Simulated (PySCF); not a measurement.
**Exercise with solution: chemical shift, span and skew from a shielding tensor**

CH3BrFGa, SMILES [CH3][Ga]([F])[Br]. Atoms are numbered in the order given.

```xyz
7

Ga     0.0608     0.7470     0.0000
F      1.7298     1.3037     0.0000
Br    -0.1145    -1.5432     0.0000
C     -1.4051     2.0400     0.0000
H     -2.3761     1.5273     0.0000
H     -1.3189     2.6770     0.8932
H     -1.3189     2.6770    -0.8932
```
Charge 0, spin multiplicity 1.

Coordinates come from a B3LYP-D3(BJ)/def2-SVP optimisation.

GIAO shieldings from PBE/pcSseg-1 in PySCF, non-relativistic, no solvent. The symmetric part of the tensor of C4 has the principal values 167.6, 171.1, 195.1 ppm. The same nucleus in TMS has σ = 182.0 ppm at this level (PySCF, at its B3LYP-D3(BJ)/def2-TZVP geometry). Without spin–orbit terms, shifts of atoms bonded to Cl or Br come out too high.

Work out the isotropic shielding, the ¹³C shift against TMS, the span and the skew.


σ(iso) = (σ11 + σ22 + σ33)/3 = 177.9 ppm. δ = σ(ref) − σ(iso) = 182.0 − (177.9) = 4.1 ppm.
Span Ω = σ33 − σ11 = 27.5 ppm. Skew κ = 3(σ(iso) − σ22)/Ω = 0.75. Tumbling in solution averages the tensor to δ; in a static solid the shielding alone would spread this spin-1/2 line over Ω.
